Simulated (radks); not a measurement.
Problem. The silicon ion Si3+, [Ne] 3s1. All-electron calculation, non-relativistic Kohn-Sham, r2SCAN, spin-polarised, spherical densities, point nucleus; meta-GGA in the generalised Kohn-Sham scheme. Program: a radial shooting solver on a logarithmic mesh with Libxc functionals. Every spin shell is full or empty, so the densities are truly spherical. Functionals are evaluated on that one density, not self-consistently. Rank these orbital-free kinetic functionals by their error against the exact value of the orbitals, and give that value: Thomas-Fermi, TF + vW, TF + vW/9, TF + vW/5, revAPBEK, Perdew 92, Thakkar, LKT, Ernzerhof.

Solution. Exact: 286.874 hartree. From best to worst, with 100 (|E| - |E exact|)/|E exact| (equal figures are ties): Thakkar +0.08, Ernzerhof +0.36, Perdew 92 -0.39, TF + vW/9 -0.40, revAPBEK +0.76, TF + vW/5 +5.28, Thomas-Fermi -7.50, LKT +32.82, TF + vW +56.39.
